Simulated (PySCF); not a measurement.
## Bromine: a sound run and one with changed settings

Sound run: Br [Ar] 3d10 4s2 4p5, Br⁺ [Ar] 3d10 4s2 4p4. Calculation: PySCF 2.14, in cc-pVDZ-DK; scalar relativity by spin-free X2C-1e. The sound run starts from symmetry-adapted Hartree-Fock orbitals and uses a fine grid where one is needed.

Changed run: initial guess atom, at most 3 SCF cycles. This setting is unsound on purpose.

```json
{"species": "Br", "method": "UHF", "sound run (hartree)": "-2604.29841", "changed run (hartree)": "-2604.29841", "converged": "no"}
{"species": "Br", "method": "B3LYP", "sound run (hartree)": "-2606.13935", "changed run (hartree)": "-2606.13934", "converged": "no"}
{"species": "Br", "method": "LDA", "sound run (hartree)": "-2602.35833", "changed run (hartree)": "-2602.35833", "converged": "no"}
{"species": "Br⁺", "method": "UHF", "sound run (hartree)": "-2603.90303", "changed run (hartree)": "-2603.90293", "converged": "no"}
{"species": "Br⁺", "method": "B3LYP", "sound run (hartree)": "-2605.70249", "changed run (hartree)": "-2605.70248", "converged": "no"}
{"species": "Br⁺", "method": "LDA", "sound run (hartree)": "-2601.91597", "changed run (hartree)": "-2601.91596", "converged": "no"}
```

The SCF was stopped early; the energies are upper bounds that still move, and correlated levels were skipped or rest on poor orbitals.
